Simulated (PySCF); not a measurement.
CH4AlBN, AlBH2N, AlBH2NO, AlBClHN and others (calculated)

All values are calculated (PySCF 2.14.0). Calculation on a computer-drawn molecule: the log of a Hartree-Fock and frozen-core CCSD(T) single point meant for a local Hartree-Fock minimum, with one planted fault or none, to be diagnosed. Offsets are logged minus clean, where the clean run is the same molecule without the fault. The reference is restricted for singlets and unrestricted otherwise, and also for a bond in bohr or an excited solution. Adding or removing an electron swaps singlet and doublet. The excited solution moves the top pair (singlet) or top alpha electron (doublet) to the lowest empty orbital. Highest occupied and lowest empty are orbital energies over both spins, largest force is the largest gradient component, triples share is (T) over the correlation energy, the T1 limit is 0.02 restricted and 0.045 unrestricted, electrons count all cores, a negative frequency is imaginary (commonest isotopes), and the dipole is about the centre of nuclear charge.

Common to all runs: logged SCF converged yes; possible faults no fault, one electron removed, one electron added, multiplicity raised by two, geometry at a saddle point, SCF held on an excited solution, minimal basis STO-3G, one bond length entered in bohr, all coordinates scaled.

(1) CH4AlBN

Logged structure:
```xyz
8
CH4AlBN
B      0.2620     0.4634     2.4337
N     -0.0634     0.0861     1.2692
Al    -0.4971    -0.4168    -0.2829
C     -0.9904    -0.9890    -2.0478
H      0.5623     0.8118     3.5088
H     -1.3280    -0.1310    -2.6335
H     -1.7982    -1.7216    -1.9866
H     -0.1297    -1.4446    -2.5426
```

| Quantity | Value |
| --- | --- |
| meant charge | 1 |
| meant multiplicity | 1 |
| meant basis | cc-pV(D+d)Z |
| logged electrons | 34 |
| logged basis functions | 85 |
| logged spin squared | 0 |
| logged highest occupied | -17.101 eV |
| logged lowest empty | -3.1685 eV |
| logged largest force | 1.686e-05 hartree/bohr |
| logged lowest frequency | 106.88 cm⁻¹ |
| logged T1 diagnostic | 0.014471 |
| logged D1 diagnostic | 0.035187 |
| logged triples share | 0.033238 |
| logged CC converged | yes |
| logged dipole magnitude | 0.18408 debye |
| logged SCF stable within its kind | yes |
| logged energy HF | -361.07421 hartree |
| logged energy CCSD(T) | -361.53751 hartree |
| planted fault | no fault |
| HF energy offset from clean run | 0 kcal/mol |
| CCSD(T) energy offset from clean run | 0 kcal/mol |

Drawn bonds:
```csv
atom,other atom,order
1,2,2
2,3,1
3,4,1
1,5,1
4,6,1
4,7,1
4,8,1
```

(2) AlBH2N

Logged structure:
```xyz
5
AlBH2N
B     -1.8637    -2.0399    -0.7602
N     -1.2790    -0.9461    -1.0297
Al    -0.5049     0.5018    -1.3866
H     -2.4026    -3.0476    -0.5121
H      0.2028     1.8255    -1.7129
```

| Quantity | Value |
| --- | --- |
| meant charge | 1 |
| meant multiplicity | 1 |
| meant basis | cc-pV(D+d)Z |
| logged electrons | 26 |
| logged basis functions | 61 |
| logged spin squared | 0 |
| logged highest occupied | -9.8618 eV |
| logged lowest empty | -11.778 eV |
| logged largest force | 0.23512 hartree/bohr |
| logged CC converged | no |
| logged dipole magnitude | 1.1223 debye |
| logged SCF stable within its kind | no |
| logged energy HF | -321.40337 hartree |
| planted fault | SCF held on an excited solution |
| HF energy offset from clean run | 379.9 kcal/mol |

Drawn bonds:
```csv
atom,other atom,order
1,2,2
2,3,1
1,4,1
3,5,1
```

Notes: CCSD not converged.

(3) AlBH2NO

Logged structure:
```xyz
6
AlBH2NO
B     -2.8773     1.0727    -2.3413
N     -2.3432     0.1661    -1.6918
Al    -1.5351    -1.2039    -0.7459
O     -0.8932    -2.5557    -1.3596
H     -3.3858     1.9363    -2.9553
H     -1.5964    -0.7852     0.8159
```

| Item | Value |
| --- | --- |
| meant charge | -1 |
| meant multiplicity | 1 |
| meant basis | aug-cc-pV(D+d)Z |
| logged electrons | 35 |
| logged basis functions | 119 |
| logged spin squared | 0.7567 |
| logged highest occupied | -11.256 eV |
| logged lowest empty | 0.66616 eV |
| logged largest force | 0.10685 hartree/bohr |
| logged T1 diagnostic | 0.018719 |
| logged D1 diagnostic | 0.06047 |
| logged triples share | 0.033371 |
| logged CC converged | yes |
| logged dipole magnitude | 1.5074 debye |
| logged SCF stable within its kind | yes |
| logged energy HF | -397.13952 hartree |
| logged energy CCSD(T) | -397.64407 hartree |
| planted fault | one electron removed |
| HF energy offset from clean run | 25.07 kcal/mol |
| CCSD(T) energy offset from clean run | 73.44 kcal/mol |

Drawn bonds:
```csv
atom,other atom,order
1,2,2
2,3,1
3,4,1
1,5,1
3,6,1
```

(4) AlBClHN

Logged structure:
```xyz
5
AlBClHN
B     -0.1592    -1.5350    -0.7723
N     -1.2037    -1.3618    -1.4344
Al    -2.6244    -1.0741    -2.4368
Cl    -4.5228    -1.7420    -1.7335
H      0.8187    -1.6997    -0.1471
```

| Quantity | Value |
| --- | --- |
| meant charge | 0 |
| meant multiplicity | 2 |
| meant basis | cc-pV(D+d)Z |
| logged electrons | 43 |
| logged basis functions | 79 |
| logged spin squared | 3.7613 |
| logged highest occupied | -5.2675 eV |
| logged lowest empty | -1.2745 eV |
| logged largest force | 0.13036 hartree/bohr |
| logged T1 diagnostic | 0.019623 |
| logged D1 diagnostic | 0.058866 |
| logged triples share | 0.028851 |
| logged CC converged | yes |
| logged dipole magnitude | 3.8394 debye |
| logged SCF stable within its kind | yes |
| logged energy HF | -781.06878 hartree |
| logged energy CCSD(T) | -781.48702 hartree |
| planted fault | multiplicity raised by two |
| HF energy offset from clean run | 113 kcal/mol |
| CCSD(T) energy offset from clean run | 134 kcal/mol |

Drawn bonds:
```csv
atom,other atom,order
1,2,2
2,3,1
3,4,1
1,5,1
```

(5) AlBClHN

Structure as in entry 4.

| Item | Value |
| --- | --- |
| meant charge | 0 |
| meant multiplicity | 2 |
| meant basis | cc-pV(D+d)Z |
| logged electrons | 43 |
| logged basis functions | 79 |
| logged spin squared | 0.7891 |
| logged highest occupied | -5.0062 eV |
| logged lowest empty | -2.0843 eV |
| logged largest force | 0.028671 hartree/bohr |
| logged dipole magnitude | 3.2358 debye |
| logged SCF stable within its kind | no |
| logged energy HF | -781.11988 hartree |
| planted fault | SCF held on an excited solution |
| HF energy offset from clean run | 80.98 kcal/mol |

Drawn bonds:
```csv
atom,other atom,order
1,2,2
2,3,1
3,4,1
1,5,1
```

Notes: coupled-cluster numbers left out as unreliable.

(6) AlBClHN

Structure as in entry 4.

| Quantity | Value |
| --- | --- |
| meant charge | 0 |
| meant multiplicity | 2 |
| meant basis | cc-pV(D+d)Z |
| logged electrons | 43 |
| logged basis functions | 79 |
| logged spin squared | 0.7528 |
| logged highest occupied | -8.7426 eV |
| logged lowest empty | 0.91188 eV |
| logged largest force | 3.043e-05 hartree/bohr |
| logged lowest frequency | 97.783 cm⁻¹ |
| logged T1 diagnostic | 0.016661 |
| logged D1 diagnostic | 0.042596 |
| logged triples share | 0.033188 |
| logged CC converged | yes |
| logged dipole magnitude | 3.0625 debye |
| logged SCF stable within its kind | yes |
| logged energy HF | -781.24892 hartree |
| logged energy CCSD(T) | -781.70057 hartree |
| planted fault | no fault |
| HF energy offset from clean run | 0 kcal/mol |
| CCSD(T) energy offset from clean run | 0 kcal/mol |

Drawn bonds:
```csv
atom,other atom,order
1,2,2
2,3,1
3,4,1
1,5,1
```

(7) AlBClHN

Structure as in entry 4.

| Quantity | Value |
| --- | --- |
| meant charge | 0 |
| meant multiplicity | 2 |
| meant basis | cc-pV(D+d)Z |
| logged electrons | 43 |
| logged basis functions | 29 |
| logged spin squared | 0.7532 |
| logged highest occupied | -6.1507 eV |
| logged lowest empty | 5.5314 eV |
| logged largest force | 0.055178 hartree/bohr |
| logged T1 diagnostic | 0.018363 |
| logged D1 diagnostic | 0.05392 |
| logged triples share | 0.038958 |
| logged CC converged | yes |
| logged dipole magnitude | 4.1247 debye |
| logged SCF stable within its kind | yes |
| logged energy HF | -772.39304 hartree |
| logged energy CCSD(T) | -772.5543 hartree |
| planted fault | minimal basis STO-3G |
| HF energy offset from clean run | 5557 kcal/mol |
| CCSD(T) energy offset from clean run | 5739 kcal/mol |

Drawn bonds:
```csv
atom,other atom,order
1,2,2
2,3,1
3,4,1
1,5,1
```

(8) AlBClHN

Logged structure:
```xyz
5
AlBClHN
B     -0.1471    -1.4183    -0.7136
N     -1.1122    -1.2583    -1.3254
Al    -2.4250    -0.9925    -2.2516
Cl    -4.1791    -1.6096    -1.6018
H      0.7565    -1.5705    -0.1359
```

| Property | Result |
| --- | --- |
| meant charge | 0 |
| meant multiplicity | 2 |
| meant basis | cc-pV(D+d)Z |
| logged electrons | 43 |
| logged basis functions | 79 |
| logged spin squared | 0.752 |
| logged highest occupied | -8.2004 eV |
| logged lowest empty | 1.4398 eV |
| logged largest force | 0.12921 hartree/bohr |
| logged T1 diagnostic | 0.013987 |
| logged D1 diagnostic | 0.035582 |
| logged triples share | 0.029398 |
| logged CC converged | yes |
| logged dipole magnitude | 2.446 debye |
| logged SCF stable within its kind | yes |
| logged energy HF | -781.20547 hartree |
| logged energy CCSD(T) | -781.64615 hartree |
| planted fault | all coordinates scaled, by -7.6 % |
| HF energy offset from clean run | 27.27 kcal/mol |
| CCSD(T) energy offset from clean run | 34.15 kcal/mol |

Drawn bonds:
```csv
atom,other atom,order
1,2,2
2,3,1
3,4,1
1,5,1
```

(9) AlBClHN

Logged structure:
```xyz
5
AlBClHN
B     -0.1592    -1.5350    -0.7723
N     -2.1330    -1.2077    -2.0235
Al    -3.5537    -0.9200    -3.0259
Cl    -5.4521    -1.5879    -2.3226
H      0.8187    -1.6997    -0.1471
```

| Quantity | Value |
| --- | --- |
| meant charge | 0 |
| meant multiplicity | 2 |
| meant basis | cc-pV(D+d)Z |
| logged electrons | 43 |
| logged basis functions | 79 |
| logged spin squared | 2.0235 |
| logged highest occupied | -8.7467 eV |
| logged lowest empty | 0.42029 eV |
| logged largest force | 0.049771 hartree/bohr |
| logged CC converged | no |
| logged dipole magnitude | 3.7036 debye |
| logged SCF stable within its kind | yes |
| logged energy HF | -780.9354 hartree |
| planted fault | one bond length entered in bohr, row 1 of the drawn bonds |
| HF energy offset from clean run | 196.7 kcal/mol |

Drawn bonds:
```csv
atom,other atom,order
1,2,2
2,3,1
3,4,1
1,5,1
```

Notes: CCSD not converged.

(10) B3ClH4

Logged structure:
```xyz
8
B3ClH4
B     -3.4560     0.5527    -0.5593
B     -1.8350     0.3546    -1.0083
B     -0.6406     1.5116    -1.3294
Cl    -1.2973    -1.3540    -1.1692
H     -4.3250     0.6258    -1.3853
H     -3.7778     0.6117     0.5965
H     -0.4715     1.9385    -2.4393
H      0.0753     1.9238    -0.4574
```

| Item | Value |
| --- | --- |
| meant charge | 0 |
| meant multiplicity | 1 |
| meant basis | cc-pV(D+d)Z |
| logged electrons | 35 |
| logged basis functions | 85 |
| logged spin squared | 0.7789 |
| logged highest occupied | -18.422 eV |
| logged lowest empty | -8.4789 eV |
| logged largest force | 0.091678 hartree/bohr |
| logged T1 diagnostic | 0.023592 |
| logged D1 diagnostic | 0.10659 |
| logged triples share | 0.034014 |
| logged CC converged | yes |
| logged dipole magnitude | 3.5268 debye |
| logged SCF stable within its kind | yes |
| logged energy HF | -535.50976 hartree |
| logged energy CCSD(T) | -535.94531 hartree |
| planted fault | ? |

Drawn bonds:
```csv
atom,other atom,order
1,2,1
2,3,1
2,4,1
1,5,1
1,6,1
3,7,1
3,8,1
```

Question: B3ClH4 (entry 10): planted fault?
Answer: one electron removed

Further results for B3ClH4 (entry 10):

| Quantity | Value |
| --- | --- |
| HF energy offset from clean run | 221.4 kcal/mol |
| CCSD(T) energy offset from clean run | 225.1 kcal/mol |
